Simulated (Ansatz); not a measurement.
# AlCl3 (aluminium trichloride (monomer)): the energy to break a bond

AlCl3 has 4 atoms, charge 0, and is taken as a singlet. As SMILES, `Cl[Al](Cl)Cl`. Geometry: optimised at PBE0/def2-SVP.

```xyz
4

Cl   -1.1408   -0.1090    1.7349
Al    0.0000    0.0000    0.0000
Cl    1.7508   -1.1096   -0.1644
Cl   -0.6100    1.2186   -1.5705
```

Wanted: the dissociation energy of the Cl3–Al2 bond into doublet Cl and doublet AlCl2 (shapes relaxed at PBE0/def2-SVP, no zero-point term). 1 Eh = 2625.50 kJ/mol = 27.2114 eV. Totals in Eh; open shells run unrestricted unless said.

| level | program | AlCl3 | doublet Cl | doublet AlCl2 |
| --- | --- | --- | --- | --- |
| HF/def2-TZVP | Ansatz | -1620.693036 | -459.476807 | -1161.072101 |
| wB97M-V/def2-TZVP | Ansatz | -1623.219874 | -460.125146 | -1162.905481 |
| B2PLYP/def2-TZVP, 20 core orbitals frozen | Ansatz | -1622.791683 | -460.021138 | -1162.590010 |

Work out the dissociation energy at each level.


1. HF/def2-TZVP: (-459.476807) + (-1161.072101) − (-1620.693036) = 0.144128 Eh = 378.4 kJ/mol = 3.92 eV.
2. wB97M-V/def2-TZVP: (-460.125146) + (-1162.905481) − (-1623.219874) = 0.189247 Eh = 496.9 kJ/mol = 5.15 eV.
3. B2PLYP/def2-TZVP: (-460.021138) + (-1162.590010) − (-1622.791683) = 0.180535 Eh = 474.0 kJ/mol = 4.91 eV.

The levels span 378 to 497 kJ/mol; no measured value is set beside them. Hartree–Fock lacks the correlation of the electrons that are unpaired, so it comes out low. A bond enthalpy at 298 K also holds the loss of zero-point energy and thermal terms.
